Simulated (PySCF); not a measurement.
Species: TMS-CHClF, C4H10ClFSi.
SMILES: `C[Si](C)(C)[C@H](F)Cl`

The calculation used PySCF 2.14.0, PBE0-D3(BJ)/def2-TZVP geometry optimisation, gas phase.

Take the most abundant isotopes and a rigid rotor. 

Task: Give the principal moments of inertia and the rotational constants in GHz.

Result: Ia = 234.77, Ib = 398.78, Ic = 468.53 u·Å²; 505379 MHz·u·Å²/I gives 2153, 1267 and 1079 MHz, that is A = 2.1526, B = 1.2673, C = 1.0787 GHz.

Task: What kind of rotor is it?

Result: An asymmetric top: κ = (2 × 1267 − 2153 − 1079)/(2153 − 1079) = -0.65.

Task: What does the inertial defect say?

Result: Not planar: Δ = Ic − Ia − Ib = -165.03 u·Å². For a rigid frame Δ = −2 Σ m c², so Σ m c² = 82.51 u·Å² lies off the ab plane: 25.14 from hydrogen and 57.38 from heavier atoms. The atom farthest from that plane is 2.33 Å away.

Task: Give the other two planar moments, Paa and Pbb, and the rms extents of the mass along the axes.

Result: Paa = Σ m a² = (Ib + Ic − Ia)/2 = 316.27 and Pbb = Σ m b² = (Ia + Ic − Ib)/2 = 152.26 u·Å². With the mass M = 140.02 u, the rms extents √(P/M) along a, b and c are 1.50, 1.04, 0.77 Å.

Task: Give the coordinates in the principal-axis frame, origin at the centre of mass.

Result: The sense of each axis is arbitrary; atoms in the order of the calculation.
| atom | mass (u) | a (Å) | b (Å) | c (Å) |
| --- | --- | --- | --- | --- |
| C1 | 12.000 | -0.974 | -0.290 | -1.880 |
| Si2 | 27.977 | -1.008 | -0.155 | -0.021 |
| C3 | 12.000 | -1.259 | -1.811 | 0.803 |
| C4 | 12.000 | -2.277 | 1.091 | 0.553 |
| C5 | 12.000 | 0.698 | 0.512 | 0.544 |
| F6 | 18.998 | 0.926 | 1.762 | 0.020 |
| Cl7 | 34.969 | 2.006 | -0.581 | 0.006 |
| H8 | 1.008 | -0.746 | 0.676 | -2.335 |
| H9 | 1.008 | -0.216 | -1.006 | -2.204 |
| H10 | 1.008 | -1.944 | -0.623 | -2.259 |
| H11 | 1.008 | -1.300 | -1.715 | 1.891 |
| H12 | 1.008 | -2.199 | -2.264 | 0.475 |
| H13 | 1.008 | -0.448 | -2.498 | 0.552 |
| H14 | 1.008 | -2.088 | 2.074 | 0.116 |
| H15 | 1.008 | -3.283 | 0.778 | 0.258 |
| H16 | 1.008 | -2.268 | 1.195 | 1.641 |
| H17 | 1.008 | 0.814 | 0.587 | 1.628 |

Task: List the rotational levels J(Ka,Kc) to J = 4 (MHz).

Result: Above 0(0,0):
J = 1: 1(0,1) 2346, 1(1,1) 3231, 1(1,0) 3420
J = 2: 2(0,2) 7011, 2(1,2) 7735, 2(1,1) 8301, 2(2,1) 10956, 2(2,0) 10984
J = 3: 3(0,3) 13944, 3(1,3) 14474, 3(1,2) 15603, 3(2,2) 17994, 3(2,1) 18126, 3(3,1) 22908, 3(3,0) 22911
J = 4: 4(0,4) 23085, 4(1,4) 23433, 4(1,3) 25302, 4(2,3) 27357, 4(2,2) 27731, 4(3,2) 32340, 4(3,1) 32357, 4(4,1) 39155, 4(4,0) 39155
Those of J = 1 are B + C, A + C and A + B.

Task: Which types of transition are allowed, and where do some lines up to J = 2 fall?

Result: The dipole components are |μa| = 2.26 D, |μb| = 0.67 D, |μc| = 0.71 D. Intensities carry the squares of the components, which stand as 1.00 : 0.09 : 0.10 (a : b : c). Some lines, for components of 0.1 D or more:

```json
{"type": "c", "branch": "Q", "J(Ka,Kc)": "2(1,2) ← 2(0,2)", "MHz": "724", "lower level (cm⁻¹)": "0.234"}
{"type": "b", "branch": "Q", "J(Ka,Kc)": "1(1,0) ← 1(0,1)", "MHz": "1074", "lower level (cm⁻¹)": "0.078"}
{"type": "b", "branch": "Q", "J(Ka,Kc)": "2(1,1) ← 2(0,2)", "MHz": "1290", "lower level (cm⁻¹)": "0.234"}
{"type": "a", "branch": "R", "J(Ka,Kc)": "1(0,1) ← 0(0,0)", "MHz": "2346", "lower level (cm⁻¹)": "0.000"}
{"type": "b", "branch": "Q", "J(Ka,Kc)": "2(2,0) ← 2(1,1)", "MHz": "2683", "lower level (cm⁻¹)": "0.277"}
{"type": "b", "branch": "Q", "J(Ka,Kc)": "2(2,1) ← 2(1,2)", "MHz": "3222", "lower level (cm⁻¹)": "0.258"}
{"type": "c", "branch": "R", "J(Ka,Kc)": "1(1,0) ← 0(0,0)", "MHz": "3420", "lower level (cm⁻¹)": "0.000"}
{"type": "a", "branch": "R", "J(Ka,Kc)": "2(1,2) ← 1(1,1)", "MHz": "4503", "lower level (cm⁻¹)": "0.108"}
{"type": "a", "branch": "R", "J(Ka,Kc)": "2(0,2) ← 1(0,1)", "MHz": "4665", "lower level (cm⁻¹)": "0.078"}
{"type": "a", "branch": "R", "J(Ka,Kc)": "2(1,1) ← 1(1,0)", "MHz": "4881", "lower level (cm⁻¹)": "0.114"}
{"type": "b", "branch": "R", "J(Ka,Kc)": "2(1,2) ← 1(0,1)", "MHz": "5389", "lower level (cm⁻¹)": "0.078"}
{"type": "c", "branch": "R", "J(Ka,Kc)": "2(1,1) ← 1(0,1)", "MHz": "5955", "lower level (cm⁻¹)": "0.078"}
{"type": "b", "branch": "R", "J(Ka,Kc)": "2(2,1) ← 1(1,0)", "MHz": "7537", "lower level (cm⁻¹)": "0.114"}
{"type": "c", "branch": "R", "J(Ka,Kc)": "2(2,0) ← 1(1,0)", "MHz": "7564", "lower level (cm⁻¹)": "0.114"}
{"type": "c", "branch": "R", "J(Ka,Kc)": "2(2,1) ← 1(1,1)", "MHz": "7725", "lower level (cm⁻¹)": "0.108"}
```

Task: Estimate the classical rotational partition function at 50 K, 200 K and 500 K.

Result: Point group C1, symmetry number σ = 1; q = (√π/σ)·√((kT/h)³/(ABC)), k/h = 20836.6 MHz/K: 34700 at 50 K, 278000 at 200 K, 1100000 at 500 K.

PBE0-D3(BJ)/def2-TZVP frequencies: not computed here. Zero-point vibration and centrifugal distortion are left out. A rigid rotor knows nothing of internal rotation, which can split or shift real lines. Quadrupole hyperfine structure (35Cl) is left out.

Time: 8.8 min wall, 16 min CPU; peak memory 1.8 GiB. Hardware: an AMD EPYC with 2 threads, shared host. That covers the optimisation of the geometry.

Conformer computed: `[CH3:1][Si:2]([CH3:3])([CH3:4])[C@H:5]([F:6])[Cl:7]`: C1–Si2–C5–F6 62°.
